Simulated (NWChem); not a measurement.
System: CH2O3Si; SMILES O=C1O[SiH2]O1

```xyz
7

O      0.0000     0.0000     2.1126
C      0.0000     0.0000     0.9211
O      0.0000     1.1006     0.0651
Si     0.0000     0.0000    -1.2670
O      0.0000    -1.1006     0.0651
H     -1.2519     0.0000    -2.0766
H      1.2519     0.0000    -2.0766
```
Atoms are numbered in this order, from 1.

Level: PBE-D3(BJ)/def2-SVP (NWChem), optimised geometry, unscaled harmonic frequencies. 

Task: List the harmonic frequencies with IR intensities, and the thermochemistry.

Result: 
```tsv
frequency (cm⁻¹)	IR intensity (km/mol)
184	0.5
503	0.4
518	0.0
602	39.0
634	0.8
663	50.7
753	4.0
758	37.9
866	176.7
921	24.7
964	94.6
1115	331.1
1930	518.2
2229	45.8
2251	94.7
```

```
Quantity                                                                           Result
-----------------------------------------------------------------------  ----------------
zero-point energy                                                           21.3 kcal/mol
thermal correction to the enthalpy at 298.15 K (with zero-point energy)     24.8 kcal/mol
heat capacity Cv                                                         16.3 cal/(mol K)
entropy at 298.15 K and 1 atm (symmetry number 2)                        69.0 cal/(mol K)
dipole moment                                                                      4.39 D
```

Rigid rotor and harmonic oscillator.
